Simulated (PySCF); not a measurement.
**Multinuclear NMR of C₆H₁₃NO₂Si**

Atoms are numbered as in `[CH3:1][C@@H:2]([SiH3:3])[C@@:4]([CH3:5])([CH:6]=[O:7])[C:8]([NH2:9])=[O:10]`; H(Xn) means a hydrogen on atom n. Ha(N9) is cis to the C=O or C=S heteroatom; Hb(N9) is trans to the C=O or C=S heteroatom.

How the numbers were obtained: shielding tensors at PBE0/pcSseg-1 (GIAO), GFN2-xTB structure, in PySCF 2.14.0 with density-fitted response routines (non-relativistic, one computed conformer, gas phase, averaged over atoms made equivalent by symmetry, fast rotation or ring inversion).

Q: Predict the $^{29}$Si NMR data.

A: 
```json
{"atoms": "Si3", "environment": "silicon bonded to C, 3 H", "σ (ppm)": "419.7", "δ (ppm)": "-65.0"}
```

Shieldings were converted by a linear fit to measured shifts: $^{29}$Si: δ = 279.94 − 0.822σ (rms 8.9 ppm, 72 shifts, 25.8 ppm with the 6 outliers that the fit left out vs TMS, solution or neat liquid). Occasional misses reach two or three times the rms, and more in compound classes unlike the fitted ones.

On a 300 MHz spectrometer $^{29}$Si resonates near 59.6 MHz, so 1 ppm is 59.6 Hz.

Q: Predict the $^{15}$N NMR data.

A: 
```
atoms          environment  σ (ppm)  δ (ppm)
   N9  amide-type nitrogen    149.1   -285.4
```

Shieldings were converted by a linear fit to measured shifts: $^{15}$N: δ = -148.07 − 0.921σ (rms 6.3 ppm, 71 shifts vs CH3NO2, solution or neat liquid). A few per cent of atoms miss by over 2 rms, more outside the fitted compound classes.

On a 300 MHz spectrometer $^{15}$N resonates near 30.4 MHz, so 1 ppm is 30.4 Hz.

Q: Where does $^{17}$O resonate?

A: 
```json
{"atoms": "O7", "environment": "aldehyde oxygen", "σ (ppm)": "-348.3", "δ (ppm)": "584.0"}
{"atoms": "O10", "environment": "amide-type carbonyl oxygen", "σ (ppm)": "-74.6", "δ (ppm)": "334.7"}
```

Shieldings were converted by a linear fit to measured shifts: $^{17}$O: δ = 266.70 − 0.911σ (rms 10.7 ppm, 155 shifts, 12.2 ppm with the 3 outliers that the fit left out vs liquid water, solution or neat liquid). A few per cent of atoms miss by over 2 rms, more outside the fitted compound classes.

On a 600 MHz spectrometer $^{17}$O resonates near 81.3 MHz, so 1 ppm is 81.3 Hz.

Hydrogen bonding in solution shields acid and N–H amide carbonyl oxygens by tens of ppm.
